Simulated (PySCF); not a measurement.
# A ladder of Hamiltonians for Si(12+) (silicon, charge +12)

Occupied: 1s1/2. Hartree-Fock calculated with PySCF 2.14 in an uncontracted even-tempered set (16 s from 0.62 bohr⁻², ratio 2.7; 10 p from 0.74 bohr⁻², ratio 2.7), Gaussian nucleus throughout. NR is non-relativistic, sf-X2C the spin-free one-electron X2C Hamiltonian, X2C adds the bare one-electron spin-orbit term, X2C-SNSO screens it by Boettger's factors, DC is four-component Dirac-Coulomb, and the Gaunt and Breit terms are added at first order (total energies over the DC spinors, levels after relaxing the spinors in that mean field). QED terms are absent. Levels marked empty are virtual spinors of this ion.

```tsv
Hamiltonian	E (hartree)	E − E(DC) (hartree)	CPU seconds
NR	-187.3598	0.4812	0.13
sf-X2C	-187.8240	0.0170	0.07
X2C	-187.8240	0.0170	0.07
X2C-SNSO	-187.8240	0.0170	0.07
DC	-187.8411	0.0000	1.2
DC+Gaunt	-187.8068	0.0342	2.3
DC+Breit	-187.8068	0.0342	20
```

| level (eV) | NR | sf-X2C | X2C | X2C-SNSO | DC | DC+Gaunt | DC+Breit |
| --- | --- | --- | --- | --- | --- | --- | --- |
| 1s1/2 | -2433.1 | -2438.8 | -2438.8 | -2438.8 | -2439.2 | -2438.3 | -2438.3 |
| 2s1/2 (empty) | -521.79 | -523.31 | -523.31 | -523.31 | -523.35 | -523.26 | -523.27 |
| 2p1/2 (empty) | -498.11 | -498.67 | -499.49 | -499.43 | -499.40 | -499.24 | -499.26 |
| 2p3/2 (empty) | -498.11 | -498.67 | -498.26 | -498.29 | -498.32 | -498.23 | -498.26 |
| 3s1/2 (empty) | -226.02 | -226.53 | -226.53 | -226.53 | -226.54 | -226.52 | -226.52 |

| interval (eV) | X2C | X2C-SNSO | DC | DC+Gaunt | DC+Breit |
| --- | --- | --- | --- | --- | --- |
| 2p3/2 − 2p1/2 | 1.229 | 1.141 | 1.082 | 1.006 | 1.006 |

Weight of the small component: 1s1/2 0.00250, 2s1/2 0.000519, 2p1/2 0.000507, 2p3/2 0.000506, 3s1/2 0.000223.

Koopmans' value for the highest occupied level at DC+Breit: 2438.3 eV, against an ionisation energy of 2437.7 eV (theoretical estimate listed by NIST; NIST Atomic Spectra Database, ionization energies); the former lacks relaxation, correlation, QED and recoil.

The whole ladder took 26 s of wall time on 1 thread of AMD EPYC 7R43 64-Core Processor (shared host), launched as `OMP_NUM_THREADS=1 python relrun2.py TASK.json OUT` (a driver that calls PySCF for each Hamiltonian).
